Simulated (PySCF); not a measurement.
Fractional electron number in Ti+ (titanium, charge +1)

The 4s alpha orbital of [Ar] 3d2 4s1 is emptied in steps (occupation f), with all orbitals relaxed, ending at [Ar] 3d2. Calculation: PySCF 2.14, in def2-TZVP (6s4p4d1f, 45 functions); the non-relativistic Hamiltonian (point nucleus). The exact energy is a straight line in f; departures are measured from the line between the end points of the same method.

```
   f  UHF (eV)
   1     0.000
0.75     0.016
 0.5     0.020
0.25     0.015
   0     0.000
```

Problem. For UHF, how does the orbital energy at f = 1 compare with the removal energy?

Solution. −ε = 12.947 eV against a total-energy difference of 12.860 eV. By Janak's theorem ε = ∂E/∂f, so the gap between them reflects the curvature. Along the path −ε is 12.900 (f = 0.75), 12.858 (f = 0.5), 12.819 (f = 0.25) eV.

Reference removal energy between the ground levels: 13.575 eV (measured; NIST Atomic Spectra Database, ionization energies). The calculation has no spin-orbit coupling. UHF lacks correlation.
